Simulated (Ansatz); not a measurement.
CH7B2FSi (`B[SiH](C)BF`), relaxed with RKS PBE-D4/def2-SVP in Ansatz 0.2.0 from a rough embedded geometry. The force threshold is 0.03 eV/Å; the program also tests the step.

Charge 0, multiplicity 1.

Start:

```xyz
12

B    -0.813    1.619    0.438
Si    0.267    0.298   -0.373
C    -0.821   -1.130   -0.824
B     1.691   -0.313    0.909
F     1.710   -1.635    1.315
H    -1.397    1.471    1.451
H    -0.860    2.733   -0.041
H     0.934    0.800   -1.570
H    -1.314   -1.558    0.154
H    -0.211   -1.961   -1.255
H    -1.619   -0.832   -1.510
H     2.432    0.509    1.303
```

```json
{"step": "1", "energy (eV)": "-13080.5619", "largest force (eV/Å)": "1.957", "largest move (Å)": "0.000"}
{"step": "2", "energy (eV)": "-13080.9221", "largest force (eV/Å)": "0.951", "largest move (Å)": "0.168"}
{"step": "3", "energy (eV)": "-13080.9414", "largest force (eV/Å)": "1.412", "largest move (Å)": "0.194"}
{"step": "4", "energy (eV)": "-13081.0318", "largest force (eV/Å)": "0.386", "largest move (Å)": "0.200"}
{"step": "5", "energy (eV)": "-13081.0648", "largest force (eV/Å)": "0.286", "largest move (Å)": "0.200"}
{"step": "6", "energy (eV)": "-13081.0795", "largest force (eV/Å)": "0.157", "largest move (Å)": "0.200"}
{"step": "7", "energy (eV)": "-13081.0822", "largest force (eV/Å)": "0.167", "largest move (Å)": "0.100"}
{"step": "8", "energy (eV)": "-13081.0852", "largest force (eV/Å)": "0.120", "largest move (Å)": "0.032"}
{"step": "9", "energy (eV)": "-13081.0871", "largest force (eV/Å)": "0.113", "largest move (Å)": "0.055"}
{"step": "10", "energy (eV)": "-13081.0875", "largest force (eV/Å)": "0.073", "largest move (Å)": "0.070"}
{"step": "11", "energy (eV)": "-13081.0882", "largest force (eV/Å)": "0.017", "largest move (Å)": "0.019"}
```

End:

```xyz
12

B    -0.768    1.699    0.532
Si    0.168    0.251   -0.475
C    -0.853   -1.300   -0.881
B     1.647   -0.162    0.886
F     1.541   -1.239    1.666
H    -1.765    1.466    1.193
H    -0.296    2.819    0.595
H     0.885    0.792   -1.692
H    -1.284   -1.720    0.050
H    -0.223   -2.080   -1.354
H    -1.687   -1.065   -1.572
H     2.636    0.539    1.054
```

Run time 16 s (4 threads of an Arm Neoverse V1 on a shared host); peak host memory 0.16 GiB.
